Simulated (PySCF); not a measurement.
# C₆ coefficients of unlike pairs at M06

Calculated with PySCF 2.14 from the dipole response of each species, C₆(A,B) = (3/π) ∫ α_A(iu) α_B(iu) du, in atomic units, from isotropic polarisabilities. For ions this is the dispersion term alone; charge-induced terms of lower order in 1/R come first.

| species | configuration | basis | relativity | α (bohr³) | C₆ (like pair) |
| --- | --- | --- | --- | --- | --- |
| As³⁺ | [Ar] 3d10 4s2 (1S) | aug-cc-pVTZ-PP with ECP10MDF (6s5p4d2f) | core potential | 5.887 | 16.21 |
| Ti³⁺ | [Ar] 3d1 (2D) | x2c-QZVPPall with one added diffuse shell each of s, p, d, f, g type (12s8p6d4f3g) | spin-free X2C | 2.313 | 5.853 |
| B | [He] 2s2 2p1 (2P) | aug-cc-pVQZ-DK (6s5p4d3f2g) | spin-free X2C | 21.95 | 101.3 |

Q: Estimate C₆ for B with Ti³⁺.

A: The integral gives 18.45. The combination rule 2 C_A C_B / (C_A α_B/α_A + C_B α_A/α_B) gives 17.91 and the geometric mean 24.35.

No spin-orbit coupling is included.

The other pairs:

```csv
pair,C₆
"Ti³⁺, As³⁺",8.961
"B, As³⁺",37.98
```
